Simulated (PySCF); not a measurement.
A geometry optimisation on `F[B]([SnH2][BH2])F`.

Method: PBE0-D3(BJ)/def2-SVP geometry optimisation, gas phase, def2 core potentials past Kr (PySCF 2.14.0). Start geometry: GFN2-xTB. The input is one job of a driver script: a line of settings, then coordinates in Å.

Input:
```
{"job": {"xc": "PBE0", "basis": "def2-SVP", "d3": "d3bj", "grid": 1, "maxiter": 30, "shake": 0.01, "kind": "geom"}, "charge": 0, "multiplicity": 1}
B      1.913520    -0.553080     0.181830
Sn     0.108310     0.698650    -0.135190
B     -1.883200    -0.384590    -0.018510
F     -2.502280    -0.537290     1.103250
F     -2.443760    -0.977000    -1.042390
H      2.262260    -0.767190     1.249360
H      2.473120    -0.980620    -0.729300
H      0.015620     1.978210     0.929690
H      0.114210     1.505760    -1.572480
```

Problem. Give the output.

Solution. 
```
step   0  E = -465.68025390  max force = 0.030969
step   1  E = -465.68791877  max force = 0.006863
step   2  E = -465.68847372  max force = 0.002252
step   3  E = -465.68850975  max force = 0.000981
step   4  E = -465.68851796  max force = 0.000742
step   5  E = -465.68850706  max force = 0.001476
step   6  E = -465.68849810  max force = 0.001429
step   7  E = -465.68850336  max force = 0.000580
step   8  E = -465.68850526  max force = 0.000312
optimisation converged
```

Energies in Eh; «max force» is the largest Cartesian gradient component in Eh/bohr.

Problem. At which steps does the energy rise by more than 1e-5 Eh?

Solution. At step 5 (+0.01 mEh).

Problem. Give the first gradient maximum in eV/Å.

Solution. With 1 Eh/bohr = 51.422 eV/Å, 1.592 eV/Å.

Main results: final energy -465.68851 Eh after 8 steps; dipole 1.02 D.

Problem. How long does this job take on Arm Neoverse N1, one thread, no GPU (shared host)? And the peak memory of the process?

Solution. About 57 s, with 0.42 GiB resident at the peak, the Python interpreter and its libraries included.
Labels such as C1 count atoms from 1, the log's own numbers from 0.
